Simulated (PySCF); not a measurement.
1-fluoro-1-methylcyclobutane (C₅H₉F), SMILES CC1(F)CCC1.

The structure is a stationary point at PBE0-D3(BJ)/def2-SVP.

Two levels are set side by side: TDA-PBE/def2-SVPD (PySCF) and TDA-ωB97X/def2-SVPD (PySCF). Vertical, same geometry. The lowest singlet is HOMO→LUMO 100 % with PBE and HOMO→LUMO 82 % with the other functional; states are paired by order. Differences are taken from unrounded values.

| quantity | TDA-ωB97X |
|---|---|
| lowest singlet excitation (eV) | 9.10 |
| lowest triplet excitation (TDA) (eV) | 8.93 |
| first bright state (f over 0.05) (eV) | 9.10 |
| its oscillator strength | 0.09 |

### Question
What does TDA-PBE give, and how far is it from TDA-ωB97X? (Estimate from the structure and the level; the computed values follow.)

### Answer

```tsv
quantity	TDA-PBE	TDA-PBE minus TDA-ωB97X
lowest singlet excitation (eV)	7.20	-1.89
lowest triplet excitation (TDA) (eV)	7.10	-1.83
first bright state (f over 0.05) (eV)	7.20	-1.89
its oscillator strength	0.06	-0.04
```

Functionals without exact exchange tend to place singlet excitations lower, as here. Differences between two approximate levels are no errors against the true value.

Rough cost on one machine, each run with all the roots and properties that it gave: TDA-ωB97X against TDA-PBE about 4 times.
